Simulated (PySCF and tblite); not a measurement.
C7H11N, numbered as in [C-:1]#[N+:2][CH:3]1[CH2:4][CH2:5][CH2:6][CH2:7][CH2:8]1. The ensemble was built from 90 distance-geometry starts (ETKDG and KDG, MMFF94s, GFN2-xTB) and rests on PBE0-D3(BJ)/def2-SVP geometries. Free energies are B3LYP-D3(BJ)/def2-SVPD (IEF-PCM, chloroform) single points with GFN2-xTB rigid-rotor and vibrational terms (modes under about 100 cm⁻¹ blended into free rotors). Symmetry numbers and mirror images are counted. Conformers within 3 kcal/mol (GFN2-xTB free energy) were kept, 8 at most. GIAO shieldings: WP04/pcSseg-1 (IEF-PCM, chloroform). Shifts are against TMS (¹H), TMS (¹³C), NH3 (¹⁵N) at the same level; of two unlike H on one atom, a is the less shielded. Run with PySCF (density fitting) and tblite.

The 6-ring runs over atoms 3–4–5–6–7–8.

```tsv
conformer	shape	point group	mirror pair	ΔE(DFT)	Δ(G−E) at 273.15 K	δ H4a/H8a (ppm)
1	6-ring chair (N2 axial)	Cs	no	0.00	0.00	1.36
2	6-ring chair (all substituents equatorial)	Cs	no	0.16	-0.09	1.96
```

Energies in kcal/mol; the thermal term leaves out symmetry numbers and mirror images.

Question: Work out the weights at 273.15 K and the ¹H shift of H4a/H8a under fast exchange.

Answer: RT = 0.543 kcal/mol. Each conformer gets RT ln(σ/g), with σ the rotational symmetry number and g = 2 for a mirror pair: 1: σ = 1, g = 1, G = 0.00 + 0.00 + 0.00 = 0.00, 0.00 above the lowest, exp(−ΔG/RT) = 1.000; 2: σ = 1, g = 1, G = 0.16 − 0.09 + 0.00 = 0.07, 0.07 above the lowest, exp(−ΔG/RT) = 0.886. The sum is 1.886, so the weights are 53.0, 47.0 %. The averaged shift is 1.64 ppm. At 298.15 K it is 1.65 ppm. At 298.15 K the leading conformer alone gives 1.36 ppm and bare DFT energies give 1.62 ppm.


¹⁵N shifts are against a computed isolated NH3 molecule, about 20 ppm from the liquid.